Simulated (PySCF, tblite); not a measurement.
A set of runs on `[C@@H]1(C=C)C(=O)[CH]C[C@H]1Cl` [radical]; the geometry of each is named by its level. Settings lines and outputs come from a driver script.

Compound: C₇H₈ClO (doublet state).
Numbering: `[CH2:1]=[CH:2][C@@H:3]1[C:4](=[O:5])[CH:6][CH2:7][C@H:8]1[Cl:9]` (hydrogens: H10, H11 on C1; H12 on C2; H13 on C3; H14 on C6; H15, H16 on C7; H17 on C8)

Step 1: GFN2-xTB geometry optimisation, gas phase (tblite 0.8.0) (from a force-field or distance-geometry start)
```json
{"job": {"kind": "relax", "xc": "GFN2-xTB", "basis": "xTB"}, "charge": 0, "multiplicity": 2}
```
```
step      E/eV     max force
  0    -750.62858    2.422
  1    -750.73490    1.715
  2    -750.78198    0.636
...
 68    -750.84560    0.014
 69    -750.84564    0.012
 70    -750.84567    0.011
 71    -750.84569    0.012
 72    -750.84571    0.010
```

Energy lowered by 5.0 kcal/mol over 72 steps; largest atomic force 0.010 eV/Å at the end. «max force» is the largest atomic force in eV/Å.

On an Arm Neoverse V1 with one thread, no GPU, shared host with 32 logical CPUs at a one-minute load of 30, this took 0.56 s of wall time.

Step 2: GFN2-xTB harmonic vibrations, gas phase (tblite 0.8.0) (on the GFN2-xTB geometry)
```json
{"job": {"kind": "ir", "xc": "GFN2-xTB", "basis": "xTB"}, "charge": 0, "multiplicity": 2}
```
```
(table of modes left out)
```

45 modes from 40 to 3136 cm⁻¹ (unscaled, harmonic); zero-point energy 80.0 kcal/mol; all wavenumbers are real at this level.

Time: 0.67 s. Hardware: one thread, Arm Neoverse V1 (aarch64) (shared host).

Step 3: UKS B3LYP, pcH-1 on C Cl H O, non-relativistic, mean-field spin-orbit, GIAO (PySCF 2.14.0) (on the GFN2-xTB geometry)
```json
{"job": {"kind": "epr", "basis": "pcH-1"}, "charge": 0, "multiplicity": 2}
```
```
...
E = -806.93948336 Eh   <S^2> = 0.7628 (exact 0.7500)
g shifts (ppm)      1          2          3
  rmc          -187       -187       -187
  gc             -8         32         34
  oz_so         104       2024       6629
  total         -91       1868       6476
hyperfine (MHz)  atom isotope    a_iso     a_fc   dipolar eigenvalues
    0   13C      -0.33      -0.33     -0.43     -0.09      0.53
    1   13C       1.28       1.28     -0.65     -0.21      0.87
    2   13C      -3.76      -3.78     -1.02     -0.24      1.26
    3   13C     -39.38     -39.47    -12.74      2.61     10.13
    4   17O     -20.66     -20.01    -94.10     46.85     47.25
    5   13C      64.04      64.25    -62.88    -62.26    125.13
    6   13C     -27.46     -27.47     -2.93      0.36      2.57
    7   13C       5.83       5.83     -0.97     -0.64      1.61
    8  35Cl      -0.50      -0.50     -0.83     -0.29      1.11
    9    1H       0.07       0.07     -0.75     -0.59      1.34
   10    1H       0.24       0.24     -0.49     -0.46      0.94
   11    1H       0.57       0.57     -1.41     -1.00      2.41
   12    1H       3.98       3.98     -2.70     -1.29      3.99
   13    1H     -49.28     -49.26    -28.29     -2.23     30.53
   14    1H      83.35      83.35     -4.37     -3.23      7.61
...
```

⟨S²⟩ 0.763; g_iso 2.0051. rmc, gc and oz_so are the mass-correction, gauge-correction and orbital-Zeeman/spin–orbit parts of the g shift along its three principal axes; a_iso is the isotropic hyperfine coupling and a_fc its Fermi-contact part. The log counts atoms from 0, this text from 1.

On one thread, Arm Neoverse V1 (aarch64), shared host with 32 logical CPUs at a one-minute load of 30, this took 2.4 min of wall time (with the writing of density and orbital grids) and 1.1 GiB of memory at its peak.

Geometry of the electronic-property runs (GFN2-xTB):
```
atom  x, y, z in Å
C1     2.791   -0.240    0.406
C2     1.654   -0.322   -0.257
C3     0.315   -0.003    0.326
C4    -0.601   -1.247    0.387
O5    -0.242   -2.359    0.736
C6    -1.907   -0.835    0.006
C7    -1.967    0.590   -0.346
C8    -0.497    1.005   -0.495
Cl9   -0.230    2.685    0.049
H10    2.830    0.084    1.433
H11    3.731   -0.494   -0.052
H12    1.637   -0.660   -1.285
H13    0.441    0.358    1.352
H14   -2.770   -1.475    0.062
H15   -2.558    0.780   -1.247
H16   -2.445    1.167    0.458
H17   -0.191    0.976   -1.543
```

 (This holds for the electronic-property runs.)

One conformer stands for the species.
